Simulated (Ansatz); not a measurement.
Ideal-gas functions of `Cl[CH2][GeH]([Cl])[Cl]` at 298.15 K and 1 bar, from an Ansatz frequency run at PBE0-D4/def2-TZVP.

Molar mass 194.0 g/mol, point group Cs (symmetry number 1), electronic degeneracy 1, moments of inertia 291.55, 394.543, 532.915 u Å². Harmonic wavenumbers (cm⁻¹, unscaled): 46, 95, 149, 153, 250, 423, 443, 572, 686, 703, 761, 795, 1131, 1198, 1424, 2176, 3090, 3159.

Use S(trans) = R[1.5 ln M + 2.5 ln T − 1.1517]; rotational temperatures θ = 24.2544 K / I; S(rot) = R[ln(√π/σ · √(T³/θAθBθC)) + 1.5]; for each mode x = 1.438777 ν̃/T, S = R[x/(eˣ − 1) − ln(1 − e⁻ˣ)] and H = RT x/(eˣ − 1); 1 cm⁻¹ = 0.0119627 kJ/mol; R = 8.31446 J/(mol·K).

**Question.** By hand: the entropy, in J/(mol·K).

**Answer.** Translation 174.6. Rotation: θ = 0.0832, 0.0615, 0.0455 K, giving 123.1. Vibration, mode by mode: 20.85, 14.87, 11.23, 11.02, 7.24, 3.69, 3.42, 2.09, 1.35, 1.27, 1.01, 0.88, 0.23, 0.17, 0.07, 0.00, 0.00, 0.00, in all 79.4. Electronic 0.0. Sum 377.1 J/(mol·K).

**Question.** By hand: H − E and G − E in kJ/mol, counted from the electronic energy.

**Answer.** Zero-point energy ½ × 17254 × 0.0119627 = 103.2; thermal vibration 11.9; translation, rotation and pV give 4 RT = 9.9. H − E = 125.0 kJ/mol, and G − E = 125.0 − 298.15 × 377.1/1000 = 12.6 kJ/mol.

Vibration gives 21 % of the entropy, 47.0 J/(mol·K) of it from the modes under 150 cm⁻¹: soft modes count most, and the harmonic formula is weakest for them. The sum counts one conformer and one mirror image; others add a mixing term.
